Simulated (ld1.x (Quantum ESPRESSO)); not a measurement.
**Logarithmic derivatives: silicon (Si), TM semilocal**

* Element: Si (Z = 14)
* Generator: ld1.x (Quantum ESPRESSO) 7.5
* Type: norm-conserving Troullier–Martins (semilocal form)
* Functional: LDA (PZ)
* Relativity: non-relativistic
* Frozen core: [Ne]
* Valence charge: 4
* Reference configuration: 3s2 3p2
* Partial waves: 3p (bound): rc 2.35 bohr; 3s (bound): rc 1.50 bohr
* Local potential: the s channel
* Core correction: none

The phase is arctan(r·u′/u) with u = r·R(r), unwrapped; energies in Ry, scanned from -3 to 5 Ry. A pole is an energy at which the radial function vanishes at the test radius. The pseudo phase is shifted by a multiple of π to meet the all-electron one at the reference energy, and phase errors are pseudo minus all-electron; the curves can meet again beyond the range given. Levels narrower than the energy grid can be missing from the lists of poles.

```json
{"channel": "s", "radius (bohr)": "2.57", "reference energy (Ry)": "-0.80", "poles, all-electron": "0.20", "poles, pseudo": "0.19", "unbroken range about the reference energy with phases within 0.05 rad": "below 2.2", "phase error 1 Ry above the reference energy (rad)": "-0.003"}
{"channel": "p", "radius (bohr)": "2.57", "reference energy (Ry)": "-0.31", "poles, all-electron": "1.05", "poles, pseudo": "1.03", "unbroken range about the reference energy with phases within 0.05 rad": "below 2.8", "phase error 1 Ry above the reference energy (rad)": "-0.003"}
```

Phases in the p channel:

```json
{"E (Ry)": "-3.00", "all-electron": "1.314", "pseudo": "1.314"}
{"E (Ry)": "-2.52", "all-electron": "1.282", "pseudo": "1.281"}
{"E (Ry)": "-2.04", "all-electron": "1.233", "pseudo": "1.233"}
{"E (Ry)": "-1.56", "all-electron": "1.151", "pseudo": "1.150"}
{"E (Ry)": "-1.08", "all-electron": "0.976", "pseudo": "0.975"}
{"E (Ry)": "-0.60", "all-electron": "0.417", "pseudo": "0.416"}
{"E (Ry)": "-0.12", "all-electron": "-0.869", "pseudo": "-0.869"}
{"E (Ry)": "0.36", "all-electron": "-1.356", "pseudo": "-1.358"}
{"E (Ry)": "0.84", "all-electron": "-1.525", "pseudo": "-1.528"}
{"E (Ry)": "1.32", "all-electron": "-1.618", "pseudo": "-1.624"}
{"E (Ry)": "1.80", "all-electron": "-1.691", "pseudo": "-1.701"}
{"E (Ry)": "2.28", "all-electron": "-1.766", "pseudo": "-1.785"}
{"E (Ry)": "2.76", "all-electron": "-1.864", "pseudo": "-1.907"}
{"E (Ry)": "3.24", "all-electron": "-2.038", "pseudo": "-2.160"}
{"E (Ry)": "3.72", "all-electron": "-2.474", "pseudo": "-2.940"}
{"E (Ry)": "4.20", "all-electron": "-3.538", "pseudo": "-4.006"}
{"E (Ry)": "4.68", "all-electron": "-4.193", "pseudo": "-4.369"}
```
